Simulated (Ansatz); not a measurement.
Computed with Ansatz on PBE0-D4/def2-TZVP structures; ΔE is electronic, products minus reactants. CCSD(T)/CBS is the MP2 limit (def2-TZVPP, def2-QZVPP) plus CCSD(T) − MP2 in def2-TZVPP, frozen cores. Each species was taken in one conformer, which may not be the lowest.

Consider the ligand exchange at the Si–C bond: `F[SiH2]C[SiH2]Cl` + `O[SiH3]` → `F[SiH2]O[SiH3]` + `C[SiH2]Cl`.

```tsv
level	ΔE (eV)
MP2/def2-QZVPP	-1.28
SCS-MP2/def2-QZVPP	-1.32
```

**Question.** What does CCSD(T)/CBS give? (Best estimate.)

**Answer.** Ansatz gave: -1.26 eV. The listed levels differ from it by -0.02, -0.06 eV.

Largest T1 diagnostic among the species: 0.011.

In def2-TZVPP, CCSD(T) changes the Hartree–Fock value by +0.24 eV (the triples alone add +0.03 eV) and MP2 by +0.24 eV. From BLYP to BHLYP (50 % exact exchange), in def2-TZVPP and without D4, ΔE moves by −0.10 eV.
